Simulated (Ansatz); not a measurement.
Computed with Ansatz.

Basis-set series for H$_{3}$OSiZn (`[SiH3][O][Zn]`) radical. Charge 0, multiplicity 2. The geometry is a stationary point of PBE0-D4/def2-TZVP.

```tsv
functional	basis	functions	energy (Eh)	HOMO (eV)	LUMO (eV)
PBE0-D4	def2-SVP	78	-2145.06282	-6.37	-3.18
PBE0-D4	def2-TZVPP	179	-2145.52318	-6.64	-3.44
ωB97M-V	def2-SVP	78	-2145.36392	-8.43	-1.39
ωB97M-V	def2-TZVPP	179	-2145.82771	-8.72	-1.70
```

(1) Give the rows for def2-QZVPP. (Best estimate.)

Results:

(1) The calculation gave: 
```csv
functional,basis,functions,energy (Eh),HOMO (eV),LUMO (eV)
PBE0-D4,def2-QZVPP,317,-2145.58236,-6.61,-3.42
ωB97M-V,def2-QZVPP,317,-2145.88414,-8.71,-1.79
```

HOMO and LUMO are taken over both spins. Scalar relativity is left out up to krypton.
